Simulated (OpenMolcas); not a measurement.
**Ru3+: moving or changing the point charges**

Ru3+ among 6 point charges of -1.7 e arranged as an octahedron (Oh), 1.91 Å from the ion.
```
   1.9100    0.0000    0.0000  -1.70
   0.0000    1.9100    0.0000  -1.70
  -1.9100    0.0000    0.0000  -1.70
   0.0000   -1.9100    0.0000  -1.70
   0.0000    0.0000    1.9100  -1.70
   0.0000    0.0000   -1.9100  -1.70
```

```json
{"Program": "OpenMolcas", "Method": "CASSCF", "Basis": "ANO-RCC-VTZP [7s6p4d2f1g]", "Scalar Hamiltonian": "DKH2, point nucleus", "Active space": "5 electrons in 5 orbitals (4d)", "State averaging": "2S+1 = 6 even, 1 root; 2S+1 = 4 even, 24 roots; 2S+1 = 2 even, 75 roots", "Spin-orbit coupling": "state interaction with AMFI integrals over the reference wave functions"}
```

Runs around this geometry, states (labels of O, the rotations of Oh). Energies in cm-1 above the lowest state or level, χT in cm3 K/mol; 10Dq and B are least-squares fits to the states below 45000 cm-1, weighted by degeneracy, with a free offset, and given where the rms deviation is under 5 % of |10Dq| (or 100 cm-1) and under 700 cm-1.

```tsv
R (Å)	q (e)	Ground state	10Dq	B (rms of fit)	First gap with spin-orbit (degeneracies)	χT at 300 K	First state of another spin
1.91	-1.36	6A1	8105	899 (165)	0.2 (2, 4)	4.372	4T1 21826
1.91	-1.7	6A1	10077	904 (224)	0.4 (2, 4)	4.370	4T1 19780
2.14	-1.7	6A1	5890	907 (124)	0.1 (2, 4)	4.374	4T1 23990
```

Taking |10Dq| as R^-n, n = -ln(5890 / 10077) / ln(2.14 / 1.91) = 4.7 between the shortest and longest distance. The point-charge formula for a cubic d site gives n = 5.

Scaling the charges by -1.36 / -1.7 = 0.80 scales |10Dq| by 8105 / 10077 = 0.80; with fixed orbitals a first-order splitting would follow the charge.

Without dynamic correlation the repulsion within the d shell is too large (B by tens of per cent), so at a given field states of lower spin stand too high. Point charges give a weaker field than real ligands, and real ions of this kind are as a rule low spin; the high spin found here belongs to the model. This field is weak: 10Dq is about 8105 cm-1, while octahedral complexes of 4d ions of charge 3 and more, computed by the same method with explicit ligands, had a median near 25000 cm-1. Ground spin and moment need not be those of a real site (figures for R = 1.91, q = -1.36; the like holds for R = 1.91, q = -1.7, R = 2.14, q = -1.7). Point charges carry no covalency, so the field is a model and not that of real ligands. No measured value stands beside these numbers.
